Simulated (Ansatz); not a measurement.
The inner images of a band of ClH + GeH4O2 (9 atoms, charge 0, multiplicity 1) are given out of order.

Computed with RKS PBE-D4/def2-SVP (Ansatz).

First end point:

```xyz
9
Properties=species:S:1:pos:R:3
Ge 0.023 -0.421 0.127
H 0.271 -0.779 1.607
H 1.242 -0.214 -0.791
O -0.969 1.116 0.258
H -1.188 1.471 -0.626
O -0.961 -1.643 -0.738
H -1.716 -1.937 -0.195
Cl 1.225 2.654 1.616
H 0.118 2.154 1.057
```

Last end point:

```xyz
9
Properties=species:S:1:pos:R:3
Ge 0.298 0.511 -0.673
H -0.860 -0.512 2.994
H 1.143 0.235 -1.933
O -1.051 1.660 -0.913
H -1.770 1.229 -1.416
O -0.290 -1.072 -0.103
H -0.646 -0.998 0.805
Cl 1.491 1.475 0.863
H -0.268 -0.126 2.690
```

**Question.** Put them in order from the first end to the last, with their energies above the first end.
A.
```xyz
9
Properties=species:S:1:pos:R:3
Ge 0.099 0.254 -0.061
H 0.032 -0.224 1.709
H 1.414 0.019 -0.815
O -1.115 1.485 -0.508
H -1.835 1.006 -0.968
O -0.744 -1.315 -0.394
H -1.542 -1.447 0.152
Cl 1.238 2.029 1.354
H 0.499 0.594 1.846
```
B.
```xyz
9
Properties=species:S:1:pos:R:3
Ge -0.056 -0.308 0.029
H 0.193 -0.433 1.548
H 1.170 -0.112 -0.886
O -1.160 1.129 -0.003
H -1.385 1.383 -0.920
O -0.877 -1.748 -0.658
H -1.621 -2.020 -0.089
Cl 1.505 2.419 1.792
H 0.277 2.090 1.501
```
C.
```xyz
9
Properties=species:S:1:pos:R:3
Ge 0.244 0.496 -0.419
H -0.194 -0.571 2.380
H 1.351 0.087 -1.403
O -1.090 1.589 -0.885
H -1.820 1.064 -1.264
O -0.505 -1.096 -0.066
H -1.344 -1.047 0.431
Cl 1.259 1.772 1.040
H 0.146 0.108 2.498
```
D.
```xyz
9
Properties=species:S:1:pos:R:3
Ge 0.257 0.521 -0.591
H -0.404 -0.671 2.884
H 1.278 0.155 -1.682
O -1.045 1.654 -1.056
H -1.784 1.150 -1.451
O -0.462 -1.032 -0.088
H -1.068 -0.923 0.669
Cl 1.283 1.604 0.992
H -0.010 -0.057 2.636
```
E.
```xyz
9
Properties=species:S:1:pos:R:3
Ge -0.046 -0.018 -0.048
H 0.015 -0.184 1.521
H 1.322 0.032 -0.755
O -1.101 1.378 -0.455
H -1.831 1.029 -1.003
O -0.885 -1.505 -0.601
H -1.579 -1.712 0.053
Cl 1.398 2.248 1.656
H 0.754 1.134 1.945
```
F.
```xyz
9
Properties=species:S:1:pos:R:3
Ge 0.207 0.443 -0.221
H -0.073 -0.396 2.033
H 1.417 0.010 -1.057
O -1.124 1.542 -0.671
H -1.836 1.012 -1.079
O -0.605 -1.182 -0.188
H -1.478 -1.255 0.248
Cl 1.238 1.952 1.097
H 0.301 0.274 2.152
```
G.
```xyz
9
Properties=species:S:1:pos:R:3
Ge -0.123 -0.189 -0.024
H 0.078 -0.216 1.517
H 1.164 -0.023 -0.861
O -1.304 1.152 -0.214
H -1.574 1.249 -1.146
O -0.832 -1.728 -0.618
H -1.621 -1.958 -0.091
Cl 1.619 2.459 1.731
H 0.639 1.655 2.020
```

**Answer.** B (+17.3 kJ/mol), G (+32.2 kJ/mol), E (+51.7 kJ/mol), A (+146.9 kJ/mol), F (+55.8 kJ/mol), C (-3.2 kJ/mol), D (-26.9 kJ/mol).

The run took 4.5 min on 2 threads of Intel(R) Xeon(R) Platinum 8259CL CPU @ 2.50GHz (Skylake/Cascade Lake), with other jobs on the host, peak memory 0.17 GiB.
